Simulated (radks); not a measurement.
All-electron atom: the thallium ion Tl25+ in [Kr] 4d10 4f10. Method: scalar-relativistic Kohn-Sham, PBEsol, spin-polarised, spherical densities, finite nucleus; open shells are filled with parallel spins first (spin-orbit coupling, left out, can overturn this in heavy ions); Fermi nuclear charge, rms radius 5.4759 fm; computed with a radial shooting solver on a logarithmic mesh with Libxc functionals.

Normalised radial functions P(r) = r R(r), r in bohr:

r,4s down,4p up,4d up
0.0008982,0.1884,0.0056,0.0000
0.001151,0.2247,0.0084,0.0000
0.001463,0.2647,0.0124,0.0001
0.001875,0.3105,0.0186,0.0002
0.002403,0.3597,0.0280,0.0003
0.003055,0.4083,0.0413,0.0006
0.003914,0.4553,0.0614,0.0012
0.005016,0.4926,0.0908,0.0023
0.006377,0.5100,0.1314,0.0044
0.008171,0.4959,0.1899,0.0085
0.01047,0.4336,0.2692,0.0161
0.01331,0.3125,0.3679,0.0297
0.01706,0.1148,0.4898,0.0549
0.02186,-0.1507,0.6195,0.0989
0.02779,-0.4387,0.7253,0.1697
0.03561,-0.6933,0.7659,0.2843
0.04563,-0.7886,0.6704,0.4509
0.05801,-0.6149,0.3912,0.6577
0.07434,-0.1164,-0.0948,0.8831
0.09526,0.5720,-0.6672,1.0356
0.1211,1.0831,-1.0560,0.9888
0.1552,1.0257,-0.9743,0.6156
0.1989,0.2030,-0.2584,-0.1022
0.2528,-0.9661,0.7925,-0.9404
0.324,-1.8189,1.6575,-1.5938
0.4151,-1.8189,1.8089,-1.7223
0.5278,-1.2037,1.3254,-1.3496
0.6763,-0.5172,0.6497,-0.7536
0.8667,-0.1372,0.2032,-0.2852
1.102,-0.0218,0.0394,-0.0707
1.412,-0.0016,0.0037,-0.0092

4s down: eigenvalue -1501.4 eV, 3 radial nodes at r = 0.0191, 0.0777, 0.208 bohr, <r> = 0.384 bohr, 90 % of the charge inside 0.549 bohr. 4p up: eigenvalue -1301.6 eV, 2 radial nodes at r = 0.0712, 0.212 bohr, <r> = 0.406 bohr, 90 % of the charge inside 0.585 bohr. 4d up: eigenvalue -1061.5 eV, 1 radial node at r = 0.193 bohr, <r> = 0.419 bohr, 90 % of the charge inside 0.617 bohr.
